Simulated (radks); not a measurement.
Values are calculated unless marked as measured or tabulated.
Ionisation of the chlorine ion Cl9+, [He] 2s2 2p4, to [He] 2s2 2p3 as the strength of local exchange is varied. Level of theory: Dirac Kohn-Sham, Slater X-alpha exchange (alpha = 2/3 is LDA exchange), no correlation, spin-unpolarised, spherical densities, finite nucleus; open shells are shared between the two j in proportion to 2j + 1; Fermi nuclear charge, rms radius 3.3654 fm (a radial shooting solver on a logarithmic mesh with Libxc functionals).

| alpha | E(Cl9+) (hartree) | exchange (hartree) | IE (eV) | -e of the level emptied (eV) | <r> of it (bohr) |
|---|---|---|---|---|---|
| 0.557 | -413.44825 | -15.68779 | 453.10 | 422.93 (2p3/2) | 0.3780 |
| 0.667 | -416.55424 | -18.88130 | 461.26 | 431.03 (2p3/2) | 0.3751 |
| 0.858 | -421.98475 | -24.50117 | 475.61 | 445.29 (2p3/2) | 0.3702 |
| 1.019 | -426.59914 | -29.31207 | 487.89 | 457.51 (2p3/2) | 0.3661 |
| ? | -417.31903 | -19.66997 | 463.28 | 433.03 (2p3/2) | 0.3744 |

Which alpha was used in the last row?

Answer. alpha = 0.694. NIST Atomic Spectra Database: 456.7 eV (semi-empirical). The Delta-SCF value meets it near alpha = 0.61. Spin polarisation and multiplet splitting are left out, so open shells lie too high by an amount that depends on their filling.

Beside tabulated values, note that spin-unpolarised runs miss the spin-polarisation part of the exchange energy of open shells.
